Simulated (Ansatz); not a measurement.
Basis-set extrapolation for CH$_{6}$FNOSi, SMILES `N[SiH2]C(O)F` (PBE0-D4/def2-TZVP geometry, frozen core, Ansatz). Multiplicity 1, RHF reference.

|  | def2-TZVPP | def2-QZVPP |
| --- | --- | --- |
| HF | -559.194025 | -559.215659 |
| MP2 correlation | -0.998985 | -1.079524 |
| CCSD(T) correlation | -1.069297 | not run |

Energies in hartree. Use E(X) = E(∞) + A·exp(−7.88·√X) for Hartree–Fock and E(X) = E(∞) + B·X^(−2.97) for correlation, with X = 3 and 4, and add CCSD(T) minus MP2 of the smaller set to the MP2 limit.

Question: What is the CCSD(T) energy at the basis-set limit?

Answer: HF limit: -559.215659 + (-0.021634) × 0.13774 = -559.21864. MP2 limit: -1.079524 + (-0.080539) × 0.74074 = -1.13918. Higher-order term: -1.069297 − (-0.998985) = -0.07031. Total: -560.42813 hartree, 103.4 kcal/mol below CCSD(T)/def2-TZVPP.
